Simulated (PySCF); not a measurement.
Compound: 1-butaneboronic acid, C4H11BO2.
Numbering: `[CH3:1][CH2:2][CH2:3][CH2:4][B:5]([OH:6])[OH:7]` (hydrogens: H8, H9, H10 on C1; H11, H12 on C2; H13, H14 on C3; H15, H16 on C4; H17 on O6; H18 on O7)

Method: PBE0-D3(BJ)/def2-SVP geometry optimisation, gas phase (PySCF); density fitting, grid level 1; the optimiser is geomeTRIC in internal coordinates, started from a GFN2-xTB structure with every atom displaced at random (about 0.01 Å).

Step 0: E = -9084.2331 eV
```
atom  x, y, z in Å  |  force x, y, z in eV/Å
C1     -3.0908    0.2561   -0.3681   -0.616   0.734   0.358
C2     -1.8868   -0.5855   -0.1183    0.513   0.386   0.256
C3     -0.6068    0.2108   -0.2830    1.133  -0.865   0.953
C4      0.6882   -0.6509   -0.0261   -1.413   1.089   0.411
B5      2.0094    0.1715   -0.1646    0.027   0.316   0.674
O6      2.8721   -0.1456   -1.1484    0.759  -0.211  -0.866
O7      2.2532    1.1819    0.7251   -0.944  -0.311   0.306
H8     -3.1158    1.1316    0.3089   -0.003  -0.127  -0.024
H9     -4.0234   -0.2901   -0.2134   -0.291  -0.176  -0.007
H10    -3.1042    0.6656   -1.3788   -0.006   0.055  -0.422
H11    -1.8851   -1.4240   -0.8055    0.071  -0.628  -0.334
H12    -1.9231   -0.9909    0.9018    0.016  -0.191   0.131
H13    -0.6125    1.0593    0.4182   -0.005   0.102   0.023
H14    -0.5540    0.6283   -1.2773   -0.031   0.355  -0.792
H15     0.5714   -1.0830    0.9822    0.235   0.042   0.066
H16     0.6549   -1.4730   -0.7156    0.183  -0.791  -0.649
H17     3.6844    0.3740   -1.2214   -0.320  -0.099   0.126
H18     3.0497    1.6838    0.6295    0.690   0.320  -0.210
```

Step 1: E = -9084.3560 eV
```
atom  x, y, z in Å  |  force x, y, z in eV/Å
C1     -3.1222    0.2810   -0.3607    0.079  -0.024  -0.044
C2     -1.8802   -0.5575   -0.1026   -0.042  -0.111  -0.052
C3     -0.5730    0.2051   -0.2638    0.020   0.027  -0.187
C4      0.6701   -0.6647   -0.0487    0.023  -0.037  -0.148
B5      2.0147    0.1523   -0.1668   -0.058  -0.127  -0.242
O6      2.9226   -0.1741   -1.1437   -0.213   0.014   0.242
O7      2.1930    1.1912    0.7001    0.173   0.182   0.063
H8     -3.1660    1.1417    0.3222   -0.018   0.071   0.051
H9     -4.0456   -0.3010   -0.2227   -0.010  -0.017   0.002
H10    -3.1295    0.6786   -1.3886   -0.002  -0.001  -0.003
H11    -1.8700   -1.4299   -0.7844   -0.020   0.057   0.056
H12    -1.9227   -0.9773    0.9182    0.000  -0.022   0.004
H13    -0.5580    1.0579    0.4361    0.026   0.011   0.016
H14    -0.5434    0.6507   -1.2807    0.007  -0.050   0.141
H15     0.6181   -1.1114    0.9592    0.022  -0.013   0.060
H16     0.6657   -1.5099   -0.7629    0.036   0.121   0.076
H17     3.7056    0.3823   -1.1500    0.096   0.027  -0.042
H18     3.0012    1.7047    0.5850   -0.119  -0.108   0.008
```

Problem. Estimate the geometry and energy of step 2. (The exact step hangs on the optimiser's Hessian estimate; all steps are aligned on step 1, rigid shifts and turns removed.)

Solution. E = -9084.3612 eV, largest force 0.142 eV/Å
```
atom  x, y, z in Å  |  force x, y, z in eV/Å
C1     -3.1199    0.2809   -0.3582    0.007   0.006   0.006
C2     -1.8823   -0.5652   -0.1079   -0.004   0.001   0.003
C3     -0.5766    0.2024   -0.2683   -0.013  -0.016  -0.015
C4      0.6705   -0.6564   -0.0505   -0.039   0.015   0.013
B5      2.0062    0.1672   -0.1657    0.005  -0.119  -0.077
O6      2.9120   -0.1842   -1.1298    0.010   0.080   0.094
O7      2.1949    1.2099    0.6978    0.011   0.041  -0.004
H8     -3.1620    1.1396    0.3317   -0.002  -0.007  -0.004
H9     -4.0449   -0.3002   -0.2230   -0.008   0.003  -0.003
H10    -3.1275    0.6848   -1.3838   -0.001   0.000   0.000
H11    -1.8772   -1.4322   -0.7929   -0.005   0.010  -0.001
H12    -1.9238   -0.9921    0.9103    0.008  -0.003  -0.004
H13    -0.5623    1.0532    0.4351   -0.010   0.005   0.001
H14    -0.5474    0.6508   -1.2792    0.001  -0.008   0.015
H15     0.6224   -1.1025    0.9599    0.014   0.003   0.006
H16     0.6800   -1.4985   -0.7622    0.026   0.022   0.000
H17     3.7066    0.3584   -1.1506    0.006  -0.016  -0.023
H18     3.0117    1.7042    0.5827   -0.003  -0.016  -0.006
```

The energy changes by -0.0052 eV. The first-order estimate −F·Δx gives -0.0096 eV and the mean of the old and new forces, exact on a quadratic surface, -0.0052 eV. The step makes an angle of 75° with the force vector and moves no atom by more than 0.024 Å.

What follows is the cost of the whole optimisation. On one thread of an Arm Neoverse V1, shared host with 64 logical CPUs at a one-minute load of 11, this took 70 s wall and 0.60 GiB of memory at its peak.
